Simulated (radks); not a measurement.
Results of a calculation; reference values are marked as such.
Problem. Species: the zinc ion Zn23+. Configuration: [He] 2s2 2p3. Code: a radial shooting solver on a logarithmic mesh with Libxc functionals. Model: scalar-relativistic Kohn-Sham, SCAN, spin-unpolarised, spherical densities, finite nucleus; meta-GGA in the generalised Kohn-Sham scheme; Fermi nuclear charge, rms radius 3.9283 fm. Some entries of the table are withheld. Estimate them.

| orbital | occ. | eigenvalue (eV) | <r^2> (bohr^2) | r(max) (bohr) |
|---|---|---|---|---|
| 1s | 2 | -10870.23 | (1) | 0.03288 |
| 2s | 2 | (2) | (3) | (4) |
| 2p | 3 | -2160.720 | (5) | (6) |

Solution. 
(1) 1s <r^2> (bohr^2): 0.003380
(2) 2s eigenvalue (eV): -2285.653
(3) 2s <r^2> (bohr^2): 0.05370
(4) 2s r(max) (bohr): 0.1832
(5) 2p <r^2> (bohr^2): 0.04149
(6) 2p r(max) (bohr): 0.1458
